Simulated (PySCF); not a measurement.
Gas-phase reaction: 2 Si₂O(OH)₆ + SiH₄ ⇌ 3 Si(OH)₄ + 2 H₂SiO

Energies from PySCF (xtb for GFN2), thermal terms from the rigid-rotor harmonic-oscillator model, ideal gas at 1 bar. † marks an energy on the PBE0/def2-TZVP geometry and frequencies; other levels use their own. CCSD(T) freezes the core. 6-31G* has spherical d functions here. All species are closed-shell singlets. B3LYP is the form with VWN-RPA correlation. No R ln 2 is added for the mirror-image form of Si₂O(OH)₆. Si₂O(OH)₆, H₂SiO: computed as isolated molecules; such fragments, hydroxides, amides, oligomers or adducts are transient or little studied in the gas. CCSD(T) isn't extrapolated to the basis-set limit. The harmonic model lacks anharmonicity and excited electronic states, which grow with temperature; levels with a mode under 35 cm⁻¹ are left out. Internal rotation in Si₂O(OH)₆, Si(OH)₄ is treated as a harmonic vibration of one conformer, which makes the entropy rough. Warning, large T1 diagnostic: H₂SiO (CCSD(T)/def2-SVP†).

| level | ΔE electronic, kJ | ΔH°(298 K), kJ | ΔS°(298 K), J/K | ΔG°(1800 K), kJ |
|---|---|---|---|---|
| B3LYP/6-31G* | 674 | 654 | 365 | 35 |
| B3LYP/def2-TZVP† | 645 | 627 | 350 | 36 |
| BLYP/def2-TZVP† | 579 | 561 | 350 | -30 |
| CCSD(T)/def2-SVP† | 699 | 681 | 350 | 90 |
| GFN2-xTB | 330 | 319 | 332 | -230 |
| HF/def2-TZVP† | 736 | 717 | 350 | 127 |
| M06-2X/def2-TZVP† | 744 | 725 | 350 | 135 |
| PBE/def2-SVP | 674 | 655 | 377 | 9 |
| PBE/def2-TZVP† | 629 | 611 | 350 | 20 |
| PBE0/def2-SVP† | 722 | 703 | 350 | 113 |
| ωB97M-V/def2-TZVP† | 712 | 694 | 350 | 104 |
ΔH° is lowest at GFN2-xTB and highest at M06-2X/def2-TZVP†. No reference value is set beside these.
